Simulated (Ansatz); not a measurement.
Cl2H3HfOSi, SMILES [Cl][Hf+]([O][SiH3])[Cl], charge +1, multiplicity 1.

The structure is a stationary point at B3LYP-D3(BJ)/def2-SVP. The spin state was assumed, not searched. The isomer is the one that the SMILES or the coordinates give; other isomers of the formula were not compared. The def2 effective core potentials stand for the cores of Hf; spin–orbit coupling is left out. Other conformers were not sampled.

Two levels are set side by side: PBE/def2-SVPD (Ansatz, a quantum-chemistry and plane-wave program) and CAM-B3LYP/def2-SVPD (Ansatz). Energy differences of separate SCF runs at the same geometry; the states with an electron removed or added have multiplicity 2 and 2. Differences are taken from unrounded values.

```csv
quantity,CAM-B3LYP
vertical ionisation energy (eV),15.77
vertical electron affinity (eV),6.96
vertical singlet–triplet gap (eV),4.32
```

Problem. What does PBE give, and how far is it from CAM-B3LYP? (Estimate from the structure and the level; the computed values follow.)

Solution. 
```
quantity                             PBE  PBE minus CAM-B3LYP
---------------------------------  -----  -------------------
vertical ionisation energy (eV)    14.84                -0.93
vertical electron affinity (eV)     6.66                -0.31
vertical singlet–triplet gap (eV)   3.68                -0.65
```
